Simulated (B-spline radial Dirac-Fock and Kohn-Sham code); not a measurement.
# Elastic electron scattering at 2 keV, Cr to Sr

Method: relativistic (Dirac) partial waves in the static field of the Dirac-Fock atom with Furness-McCarthy exchange, without polarisation or absorption potentials. Computed with an atomic code on a B-spline grid. σ_tr1 and σ_tr2 weight the cross section with 1 − P₁ and 1 − P₂ of cos θ; "backward" is the share scattered beyond 90°.

```tsv
Z	element	σ (a₀²)	σ_tr1 (a₀²)	σ_tr2 (a₀²)	backward (%)	dσ/dΩ at 90° (a₀²/sr)
24	Cr	4.03	0.359	0.603	2.6	0.0211
25	Mn	4.31	0.380	0.628	2.7	0.0221
25	Mn	4.31	0.380	0.628	2.7	0.0221
26	Fe	4.16	0.398	0.646	3.0	0.0230
27	Co	4.00	0.417	0.662	3.3	0.0240
28	Ni	3.86	0.435	0.675	3.7	0.0248
29	Cu	3.36	0.452	0.682	4.5	0.0256
30	Zn	3.58	0.470	0.696	4.5	0.0263
31	Ga	4.01	0.489	0.712	4.2	0.0269
32	Ge	4.28	0.508	0.728	4.2	0.0275
33	As	4.46	0.527	0.744	4.2	0.0279
33	As	4.46	0.527	0.744	4.2	0.0279
34	Se	4.57	0.547	0.760	4.3	0.0283
35	Br	4.63	0.566	0.775	4.4	0.0286
36	Kr	4.65	0.586	0.790	4.6	0.0288
37	Rb	5.91	0.606	0.810	3.8	0.0290
38	Sr	6.87	0.627	0.832	3.3	0.0292
```
